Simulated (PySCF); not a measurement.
# What a mistake does to a calculation on C2Ge2H7 cation

These are calculations, not measurements. The program is PySCF 2.14.0, an open-source quantum chemistry code, run on an isolated molecule that a program drew, which may never have been made. The molecule is C2Ge2H7 cation (charge +1, singlet), drawn as the SMILES string `[CH3][GeH]=[CH][GeH2+]`.

Each row is a Hartree-Fock (HF) and frozen-core CCSD(T) single point in the cc-pVDZ basis, meant for a local HF minimum. Run 1 is clean. Each other run has one planted mistake out of seven kinds, and not every kind appears here: one electron removed, one electron added, multiplicity raised by two, geometry at a saddle point, minimal basis STO-3G, one bond length entered in bohr, all coordinates scaled. The reference is restricted for singlets and unrestricted otherwise, and also for a bond in bohr. Adding or removing an electron swaps singlet and doublet. Electrons count all cores. HOMO and LUMO are orbital energies over both spins, the gradient is its largest component, and the lowest frequency (negative if imaginary) is given only where the gradient is small. Bond lengths are over the 10 bonds as drawn. T1 is the CCSD diagnostic: over 0.02 (restricted) or 0.045 (unrestricted) a single reference is doubtful. Germanium has the cc-pVDZ-PP basis, with a core potential (ECP10MDF) in place of its 10 inner electrons, and its 3s, 3p and 3d shells are frozen in CCSD(T).

Geometry of the clean run:
```xyz
11
C2Ge2H7 cation, angstrom
C     1.5391   -1.5652   -0.1164
Ge    1.1484    0.3069   -0.3606
C     2.3797    1.6466   -0.4891
Ge    4.1735    1.4561   -0.4113
H     1.0604   -1.9012    0.8058
H     1.1012   -2.1217   -0.9476
H     2.6085   -1.7599   -0.0669
H    -0.3158    0.6902   -0.4527
H     1.9955    2.6526   -0.6251
H     5.1084    2.6369   -0.5293
H     4.8133    0.0969   -0.2238
```

| run | electrons | basis functions | <S^2> | HOMO (eV) | LUMO (eV) | gradient (hartree/bohr) | lowest frequency (cm^-1) | mean bond (Å) | longest bond (Å) | T1 | HF (hartree) | CCSD(T) (hartree) | mistake |
|---|---|---|---|---|---|---|---|---|---|---|---|---|---|
| 1 | 82 | 109 | 0.000 | -14.14 | -4.37 | 1.5e-05 | 93 | 1.4456 | 1.928 | 0.0126 | -666.28179 | -666.79949 | no fault |
| 2 | 82 | 109 | 0.900 | -14.12 | -4.66 | 9.8e-03 | - | 1.5800 | 2.855 | 0.0317 | -666.17923 | -666.68164 | one bond length entered in bohr |
| 3 | 82 | 109 | 0.000 | -15.06 | -4.21 | 7.6e-02 | - | 1.3328 | 1.778 | 0.0104 | -666.20209 | -666.70272 | ? |
| 4 | 83 | 109 | 1.061 | -6.11 | 2.06 | 2.6e-02 | - | 1.4456 | 1.928 | 0.0326 | -666.47524 | -667.00562 | ? |

**Which mistake was planted in run 3, and what did it cost?**

The mean and the longest bond both change by the same factor, 0.922, and the gradient is no longer small. So the mistake is: all coordinates scaled. Subtracting run 1 and multiplying by 627.51 kcal/mol a hartree, the energy moved by 50.0 kcal/mol in HF and 60.7 kcal/mol in CCSD(T).

**Which mistake was planted in run 4, and what did it cost?**

It counts 83 electrons, one more than the clean run, at the same geometry and basis. So the mistake is: one electron added. Subtracting run 1 and multiplying by 627.51 kcal/mol a hartree, the energy moved by -121.4 kcal/mol in HF and -129.3 kcal/mol in CCSD(T).

